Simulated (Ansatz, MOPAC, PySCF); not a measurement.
Molecule: MgI, charge 0, multiplicity 2. SMILES: [Mg][I]
Coordinates optimised at B3LYP-D3(BJ)/def2-TZVP (Ansatz, an electronic-structure program):
```
Mg
I 1 2.6066
```
Charge 0, spin multiplicity 2.

Unscaled harmonic wavenumbers (cm⁻¹) in rising order, each level at the stationary point that it reaches from this structure (no distance between atoms moves by over 0.3 Å); the order of modes can differ between levels, and a negative number is imaginary. B3LYP-D3(BJ)/def2-TZVP (PySCF, at the structure above): 297.

PM7 (MOPAC): 370. Zero-point energy 0.5 against 0.4 kcal/mol.

HF/6-31G* with LANL2DZ past Ar (Ansatz): 314. Zero-point energy 0.4 against 0.4 kcal/mol.
